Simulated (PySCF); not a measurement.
# Adding and removing an electron: SnO

PBE; basis Sn aug-cc-pVDZ-PP with ECP28, O aug-cc-pVDZ; scalar-relativistic core potentials; PySCF 2.14. Neutral (UKS): singlet (closed shell), Re = 1.873 Å, ωe = 782 cm⁻¹, De = 6.03 eV, HOMO -6.53 eV, LUMO -3.13 eV.

SnO⁺ (UKS): doublet (π ↑), Re = 2.033 Å, ωe = 591 cm⁻¹, De = 3.58 eV to Sn⁺ + O. The energies at the minima are -289.45643 hartree for SnO and -289.09939 for SnO⁺.

Work out the adiabatic ionisation energy, without and with harmonic zero-point energies (1 hartree = 27.2114 eV, 1 eV = 8065.5 cm⁻¹), and the change of the bond length.

At PBE: 0.35704 hartree = 9.716 eV between the minima; the zero-point term (591.0 − 782.0)/2 cm⁻¹ = -0.012 eV makes it 9.704 eV. Re changes by +16.0 pm against the neutral. Minus the HOMO energy is 6.53 eV, -3.19 eV from the value between the minima; self-interaction puts the Kohn–Sham level too high, less so with exact exchange. The electron leaves a π orbital; in so polar a molecule the change of length follows mostly from the change of the ionic charges.

These are scalar-relativistic numbers at best; spin–orbit coupling would shift them, the dissociation energy most. For an ion De counts to the pair picked by the measured ionisation energies or electron affinities, which need not be the lowest pair at this level. States were picked by a PBE0 search and need not be the measured ground states.
